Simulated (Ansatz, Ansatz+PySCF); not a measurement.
```xyz
2

P     0.0000    0.0000    0.0000
O     0.0000    0.0000    1.4600
```

Basis set: 6-31G (spherical functions). Left uncorrelated: 6 orbitals. Correlation on ROHF uses semicanonical orbitals with singles. Charge 0, multiplicity 2.

Computed with Ansatz (development build ahead of 0.2.0); the reference of a correlated method needn't be the lowest determinant of its kind.

(1) Give the atomization energy at this shape (free ground-state atoms in the same class of orbitals less the molecule, no zero-point energy) of doublet PO by ROHF-CCSD(T), UHF-CCSD(T).

Answers

(1)

| method | atomization energy |
| --- | --- |
| ROHF-CCSD(T) | 256.3 kJ/mol |
| UHF-CCSD(T) | 253.7 kJ/mol |

Caution: the reference determinant was not shown to be the lowest; the shape is not the minimum. Caution for UHF-CCSD(T): the unrestricted determinant is spin contaminated.

This basis has no polarisation functions and is too small for such energies, which can lie far from measured ones in either direction.
